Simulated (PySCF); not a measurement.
C2H7GeN.
Numbering: `[CH3:1]/[N:2]=[CH:3]\[GeH3:4]` (hydrogens: H5, H6, H7 on C1; H8 on C3; H9, H10, H11 on Ge4)

Level of theory: PBE0-D3(BJ)/def2-SVP geometry optimisation, gas phase (PySCF).

(1) List the bond lengths, angles and torsions at this level.

## Answers

(1) 
```
                    bond  length (Å)
                   C1–N2       1.431
                   N2=C3       1.265
                  C3–Ge4       1.987
     C1–H5, C1–H6, C1–H7       1.105
                   C3–H8       1.104
Ge4–H9, Ge4–H10, Ge4–H11       1.540
```

Bonds in one row agree within 0.01 Å and their mean is given. A selection of angles:
```
     angle  degrees
  N2–C1–H5    109.2
  N2–C1–H6    115.1
  H5–C1–H6    108.4
  H5–C1–H7    106.2
  C1–N2–C3    120.9
 N2–C3–Ge4    128.6
  N2–C3–H8    116.4
 Ge4–C3–H8    115.0
 C3–Ge4–H9    111.8
C3–Ge4–H10    106.7
H9–Ge4–H10    109.0
```

Dihedral angles: C1–N2–C3–Ge4 0° (synperiplanar).

The 4 heavy atoms lie in one plane (0.000 Å rms). Ge4 (germanium bonded to C and 3 H) is tetrahedral (angles from 106.7° to 111.8°). The 2 C–N bonds span 1.265 Å (N2=C3, drawn double) to 1.431 Å (C1–N2, drawn single), a spread of 0.166 Å.

Point group: Cs (tolerance 0.08 Å). No PBE0-D3(BJ)/def2-SVP frequencies stand behind this structure, so it isn't proved a minimum.
